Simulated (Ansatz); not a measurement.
C3H11BO, SMILES `C[B-](C)(C)[OH2+]`, relaxed with RKS PBE-D4/def2-SVP in Ansatz from a rough embedded geometry. The force threshold is 0.03 eV/Å; the program also tests the step.

The species carries charge 0 and has multiplicity 1.

Start:

```xyz
16

C    -0.907    1.155   -0.022
B    -0.050   -0.155    0.030
C     1.134    0.059    1.076
C     0.637   -0.420   -1.411
O    -0.846   -1.322    0.428
H    -0.352    2.058   -0.274
H    -1.360    1.358    1.028
H    -1.760    1.059   -0.686
H     1.773   -0.924    1.139
H     0.757    0.218    2.098
H     1.792    0.872    0.772
H    -0.239   -0.540   -2.165
H     1.126   -1.313   -1.421
H     1.180    0.431   -1.731
H    -1.618   -1.396   -0.208
H    -1.267   -1.140    1.348
```

Question: How much energy does the relaxation release, and in how many steps? (An estimate is asked.)

Answer: Computed: 111.57 kJ/mol, in 6 steps.

Question: Which bonds change most? (Best estimate.)

Answer: The calculation gave: B2–O5 from 1.468 to 1.822 Å; C4–H13 from 1.018 to 1.111 Å; C3–H9 from 1.174 to 1.111 Å; C4–H14 from 1.060 to 1.112 Å.

Question: Give the relaxed structure. (Best estimate.)

Answer: Computed: 
```xyz
16

C    -0.984    1.211    0.023
B     0.100    0.015   -0.021
C     1.210    0.018    1.141
C     0.583   -0.447   -1.483
O    -0.915   -1.417    0.471
H    -0.480    2.161   -0.262
H    -1.420    1.398    1.031
H    -1.828    1.095   -0.696
H     1.824   -0.908    1.164
H     0.801    0.183    2.163
H     1.915    0.859    0.960
H    -0.245   -0.595   -2.212
H     1.198   -1.372   -1.471
H     1.224    0.351   -1.917
H    -1.637   -1.428   -0.191
H    -1.347   -1.125    1.299
```
